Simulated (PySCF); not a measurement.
## Two-component Hartree-Fock for Mo(29+) (molybdenum, charge +29)

Start: [Ne] 3s2 3p1; 3p3/2 filled at m_j = +3/2. Calculated with PySCF 2.14 in an uncontracted even-tempered set (19 s from 4.6 bohr⁻², ratio 2.4; 13 p from 6 bohr⁻², ratio 2.4; 5 d from 21 bohr⁻², ratio 2.6; 4 f from 32 bohr⁻², ratio 2.6): generalised Hartree-Fock with the X2C-1e Hamiltonian and a Gaussian nucleus; one run each with spin-orbit coupling (SO) screened by Boettger's factors, then bare. This is a chosen level, not necessarily the ground level.

| spinor shell | electrons | ε, screened SO (eV) | ε, bare SO (eV) | weight of nominal j (bare SO) | rms radius, bare SO (bohr) |
| --- | --- | --- | --- | --- | --- |
| 1s1/2 | 2 | -21615.8 | -21615.7 | 1.000 | 0.0404 |
| 2s1/2 | 2 | -4346.5 | -4346.5 | 1.000 | 0.163 |
| 2p1/2 | 2 | -4115.9 | -4119.9 | 1.000 | 0.142 |
| 2p3/2 | 4 | -4006.4 | -4004.7 | 1.000 | 0.146 |
| 3s1/2 | 2 | -1665.7 | -1665.7 | 1.000 | 0.398 |
| 3p3/2 | 1 | -1575.1 | -1574.7 | 1.000 | 0.390 |

```tsv
quantity	screened SO	bare SO
E (hartree)	-3427.80879	-3427.83628
M_J	3/2	3/2
⟨J²⟩	3.751	3.751
⟨L²⟩	2.003	2.004
⟨S²⟩	0.753	0.753
```

Each row is a mean over spinors that exchange with the open shell spreads, by up to 14.452 eV (3s1/2).

Breit and QED terms are absent; they matter most for the inner s and p1/2 levels.

Densities and radii are taken from the X2C orbitals without a picture-change correction, which distorts them close to the nucleus.
